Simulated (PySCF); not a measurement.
Field gradients at the hydrogen positions

Species: C₅H₆F₂.
Z-matrix (Å and degrees, GFN2-xTB geometry), rows numbered from 1:
```
F 
C   1  1.3710
C   2  1.5025  1  113.10
C   3  1.3219  2  111.35  1  -134.40
C   4  1.4997  3  112.49  2     0.98
C   5  1.5360  4  103.72  3    11.51
F   6  1.3735  2  109.77  1    23.99
H   2  1.1003  1  105.86  3   122.32
H   3  1.0741  2  120.85  1    45.91
H   4  1.0752  3  126.18  2  -178.52
H   5  1.0914  4  111.03  3  -107.76
H   5  1.0905  4  112.21  3   130.73
H   6  1.0946  2  112.95  1   -93.90
```

Level: PBE0/pcSseg-1 (PySCF, non-relativistic); Q(2H) = 0.00286 b; rigid geometry, the same for H and D, with no vibrational averaging.

**Question.** Rank these positions by the coupling χzz of a deuteron there, largest first.
A. H8 (methine hydrogen)
B. H13 (methine hydrogen)
C. H12 (methylene hydrogen)
D. H10 (vinylic hydrogen)

**Answer.** D (228 kHz), C (205 kHz), B (193 kHz), A (187 kHz).

**Question.** Tabulate Vzz, the asymmetry η and χzz = 234.96 MHz × Q × Vzz for every hydrogen position.

**Answer.** 
```tsv
atom	bonded to	bond length (Å)	Vzz (au)	η	χzz (kHz)
H8	C2	1.100	0.2782	0.07	187
H9	C3	1.074	0.3414	0.05	229
H10	C4	1.075	0.3386	0.04	228
H11	C5	1.091	0.3055	0.02	205
H12	C5	1.091	0.3048	0.02	205
H13	C6	1.095	0.2872	0.07	193
```

**Question.** How does χzz go with the bond length over the 6 C–H bonds?

**Answer.** A straight-line fit has a slope of -16.2 kHz for each 0.01 Å, with a correlation coefficient of -0.99, over lengths from 1.074 to 1.100 Å. The longer bonds have the smaller couplings here.

**Question.** Give the 2H NMR doublet splittings at H8 for a magnetic field along the z, y and x axes of the gradient: 3χ/2, 3χ(1 + η)/4, 3χ(1 − η)/4.

**Answer.** With |χ| = 186.9 kHz and η = 0.065: 280, 149 and 131 kHz, to first order and without motion.

Isolated species at its GFN2-xTB geometry (one conformer only). GFN2-xTB bond lengths can be off by several hundredths of an ångström, more for odd bonds, and the gradients follow them. The basis is small and wasn't made for field gradients, so the couplings can be 20 % off.

These values come from a run that also computed NMR shieldings. On an x86-64 server with one thread, no GPU (shared host), this took 20 s.
